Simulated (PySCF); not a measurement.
Computed IR spectrum (relative IR intensity) of a molecule CH₇ClFNSi₂. Geometry: PBE0-D3(BJ)/def2-SVP. The values are those of a single conformer. All values below come from PBE0-D3(BJ)/def2-SVP run with PySCF. Frequencies are harmonic and unscaled.

| ν (cm⁻¹) | relative intensity |
|---|---|
| 248 | 2.1 |
| 301 | 7.7 |
| 419 | 20 |
| 525 | 18 |
| 627 | 13 |
| 718 | 25 |
| 783 | 3.6 |
| 802 | 20 |
| 824 | 56 |
| 910 | 32 |
| 931 | 30 |
| 948 | 100 |
| 963 | 67 |
| 1008 | 7.7 |
| 1206 | 89 |
| 1278 | 15 |
| 1423 | 3.5 |
| 2226 | 42 |
| 2233 | 35 |
| 2254 | 28 |
| 3607 | 18 |

Problem. Pick the molecule that these values belong to.
(A) N[SiH2][Si@H](Cl)CF
(B) C[Si@](F)(Cl)N[SiH3]
(C) FC[SiH2]N[SiH2]Cl
(D) C[Si@@H](N)[Si@H](F)Cl

Solution. B, C[Si@](F)(Cl)N[SiH3]
